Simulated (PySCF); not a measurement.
Mg(Me)(SMe) (C2H6MgS), SMILES [CH3][Mg][S]C. Atoms are numbered in the order given.

```xyz
10

Mg    -0.5769     0.3025     0.7421
C     -2.0668     1.3468     1.7716
H     -2.3121     0.8566     2.7299
H     -3.0019     1.4067     1.1879
H     -1.7576     2.3808     2.0030
S      1.0933    -0.8862    -0.3462
C      0.9892    -0.2780    -2.0902
H      0.0147    -0.5010    -2.5485
H      1.7636    -0.8069    -2.6633
H      1.1884     0.8011    -2.1643
```
Charge 0, spin multiplicity 1.

The structure is a stationary point at B3LYP-D3(BJ)/def2-SVP. The structure was generated by enumeration; whether it is a known compound was not checked. One conformer was computed; it need not be the lowest.

These are PBE0/pcSseg-1 (PySCF) values and carry that method's errors.

GIAO shieldings, no solvent; atoms alike by connectivity are averaged. δ = σ(ref) − σ: ¹³C against TMS (σ = 186.3 ppm); ¹H against TMS (σ = 31.56 ppm); ³³S against H2S (σ = 716.7 ppm), references at their B3LYP-D3(BJ)/def2-TZVP geometries, non-relativistic.

```
atoms        nucleus  count  δ (ppm)
-----------  -------  -----  -------
C7               ¹³C      1     12.4
C2               ¹³C      1        …
H8, H9, H10       ¹H      3     2.25
H3, H4, H5        ¹H      3    -0.49
S6               ³³S      1        …
```

### Question
Some entries are withheld; supply them. (An estimate is asked for; the answer gives what the named calculation found.)

### Answer

- S6, δ (ppm): -5.6
- C2, δ (ppm): -20.6
